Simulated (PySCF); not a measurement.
# Correlation energy of Pd⁻ (palladium, charge -1)

[Kr] 4d10 5s1, 2S determinant. All numbers are calculated (PySCF 2.14, the spin-free X2C one-electron Hamiltonian (Gaussian nucleus), in x2c-TZVPPall with one added diffuse shell each of s, p, d, f type (9s7p7d3f1g, 95 functions)). Frozen: [Ar] 3d10; 19 electrons correlated.

| level | correlation energy (mhartree) |
| --- | --- |
| CCSD | -647.44 |
| (T) | -28.67 |
| CCSD(T) | -676.11 |

Diagnostics: T1 = 0.050, D1 = 0.2845, largest double amplitude 0.021.

T1 exceeds 0.03, a sign that the reference determinant is poor.

Cost of the coupled-cluster step: of the order of 120 core-seconds, for 19 correlated electrons.

This basis was not built for core-valence correlation, so the inner-shell part is incomplete.
